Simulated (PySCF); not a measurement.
A side-by-side comparison of computed properties.

First species: C6H12ClFO.
SMILES with atom numbers: `[CH3:1][O:2][C@:3]([CH3:4])([CH2:5][F:6])[CH2:7][CH2:8][Cl:9]` (hydrogens: H10, H11, H12 on C1; H13, H14, H15 on C4; H16, H17 on C5; H18, H19 on C7; H20, H21 on C8)

Second species: C3H6N2OS2Si.
Z-matrix (Å and degrees, PBE0-D3(BJ)/def2-SVP geometry), rows numbered from 1:
```
Si
S   1  2.1546
C   2  1.8068  1   98.73
O   3  1.4143  2  109.56  1   -54.87
C   4  1.3277  3  116.15  2   179.77
N   5  1.3634  4  117.24  3  -177.21
C   6  1.2975  5  107.84  4  -179.83
S   7  1.7216  6  112.85  5    -0.37
N   5  1.3096  4  122.45  3     2.67
H   1  1.4944  2  109.17  3   -45.83
H   1  1.4896  2  112.98  3    76.26
H   1  1.4907  2  104.86  3  -164.36
H   3  1.1012  2  107.41  1  -175.16
H   3  1.1018  2  111.25  1    66.64
H   7  1.0932  6  123.97  5   179.86
```

Levels: CAM-B3LYP/def2-SVPD for dipole moment, HOMO energy, LUMO energy, HOMO–LUMO gap, static isotropic polarisability and electronic spatial extent ⟨r²⟩ about the centre of nuclear charge; TDDFT CAM-B3LYP/def2-SVPD for lowest singlet excitation; TDA CAM-B3LYP/def2-SVPD for lowest triplet excitation (Tamm–Dancoff); ΔSCF CAM-B3LYP/def2-SVPD for vertical ionisation energy; PBE0-D3(BJ)/def2-SVP for rotational constant A and rotational constant C. Geometries: PBE0-D3(BJ)/def2-SVP. Each species is one conformer at its optimised geometry, gas phase, non-relativistic unless stated; the electronic structure was computed with PySCF and density fitting.

The conformers computed, where there is a choice (atom-mapped SMILES and torsion angles):
- `[CH3:1][O:2][C@:3]([CH3:4])([CH2:5][F:6])[CH2:7][CH2:8][Cl:9]`: C1–O2–C3–C4 58°, O2–C3–C5–F6 77°, O2–C3–C7–C8 -54°, C3–C7–C8–Cl9 177°
- `[SiH3:1][S:2][CH2:3][O:4][c:5]1[n:6][cH:7][s:8][n:9]1`: Si1–S2–C3–O4 -55°, S2–C3–O4–C5 180°, C3–O4–C5–N6 -177°

(1) Which has the higher rotational constant C?

(2) Which of the two has the higher vertical ionisation energy, and by how much?

(3) Which of the two has the higher rotational constant A, and by how much?

(4) Which has the higher HOMO–LUMO gap?

(5) Which of the two has the higher static isotropic polarisability, and by how much?

(6) Which has the higher LUMO energy?

(7) Which has the higher T1 energy?

(8) Which of the two has the higher dipole moment, and by how much?

## Answers

(1) The first: 0.569 GHz against 0.407 GHz, a difference of 0.162 GHz.

(2) The first: 9.87 eV against 9.33 eV, a difference of 0.54 eV.

(3) The second: 2.928 GHz against 2.611 GHz, a difference of 0.317 GHz.

(4) The first: 10.19 eV against 8.17 eV, a difference of 2.02 eV.

(5) The second: 118.3 au against 92.7 au, a difference of 25.6 au.

(6) The first: 1.03 eV against -0.40 eV, a difference of 1.43 eV.

(7) The first: 6.69 eV against 3.92 eV, a difference of 2.77 eV.

(8) The second: 2.58 D against 1.73 D, a difference of 0.85 D.

On the first: No computed singlet falls in the visible range (750 to 380 nm, 1.65 to 3.26 eV); S1 lies 4.05 eV above its blue end. The principal polarisabilities are 82.9, 86.3 and 109.0 au; their mean is the isotropic value.

On the second: S1 lies 2.71 eV below the HOMO–LUMO gap; its leading configuration is HOMO−1→LUMO, weight 0.89. No computed singlet falls in the visible range (750 to 380 nm, 1.65 to 3.26 eV); S1 lies 2.20 eV above its blue end.
